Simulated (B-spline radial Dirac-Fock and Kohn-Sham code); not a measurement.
# Relativistic shifts of the levels of Pr⁴⁵⁺

System: the Pr⁴⁵⁺ ion in the configuration 1s2 2s2 2p6 3s2 3p2.

Both columns are ΔSCF binding energies of the configuration average from a radial atomic solver: non-relativistic Hartree-Fock with a point nucleus, and Dirac-Fock with a finite nucleus and the Coulomb interaction alone, averaged over the two j levels with weights 2j+1.

```csv
shell,Hartree-Fock (eV),Dirac-Fock (eV),shift (eV),shift (%)
1s,43054.8,45201.0,+2146.17,+4.98
2s,9153.3,9736.1,+582.88,+6.37
2p,8833.1,9037.5,+204.37,+2.31
3s,3679.0,3854.6,+175.68,+4.78
3p,3576.6,3653.9,+77.32,+2.16
```

Relativity binds 1s, 2s, 2p, 3s, 3p more strongly, among those listed most of all 2s in relative terms.

Values without a named source are computed, but for edge energies of neutral atoms, which are taken from tables.
